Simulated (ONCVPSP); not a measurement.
**Transferability test, ONCV potential for silicon (Si)**

```
Element                 : silicon (Si)
Generator               : ONCVPSP 4.0.1
Type                    : optimised norm-conserving Vanderbilt (ONCV)
Functional              : PBEsol
Relativity              : scalar-relativistic
Frozen core             : [Ne]
Valence charge          : 4
Reference configuration : 3s2 3p2
Partial waves           : 3s: rc 1.70 bohr, ncon 4, nbas 7, qcut 4.6 1/bohr, 2 projectors, debl 3.1 Ha; 3p: rc 2.30 bohr, ncon 3, nbas 6, qcut 3.9 1/bohr, 2 projectors, debl 2.1 Ha; d scattering state at 0.13 Ha: rc 2.05 bohr, ncon 3, nbas 7, qcut 5.6 1/bohr, 1 projector
Local potential         : polynomial inside 1.40 bohr (lpopt 5, dvloc0 3 Ha)
Core correction         : polynomial model core, fcfact 0.5
```

Energies are relative to the spin-unpolarised reference configuration 3s2 3p2; without spin polarisation the order of configurations can differ from experiment.

(1) Give the all-electron excitation energy and the error of the potential for: 3s2 3p1; 3s2 3p0; 3s1 3p0; 3s1 3p2.

Levels in the configuration 3s2 3p0:

| level | all-electron (eV) | pseudo (eV) |
| --- | --- | --- |
| 3s | -28.490 | -28.480 |

Answers

(1)

| valence configuration | charge | ΔE all-electron (eV) | error AE − PS (meV) |
| --- | --- | --- | --- |
| 3s2 3p1 | +1 | 7.713 | +0.1 |
| 3s2 3p0 | +2 | 23.676 | +1.9 |
| 3s1 3p0 | +3 | 57.576 | +22 |
| 3s1 3p2 | +1 | 15.122 | +4.0 |
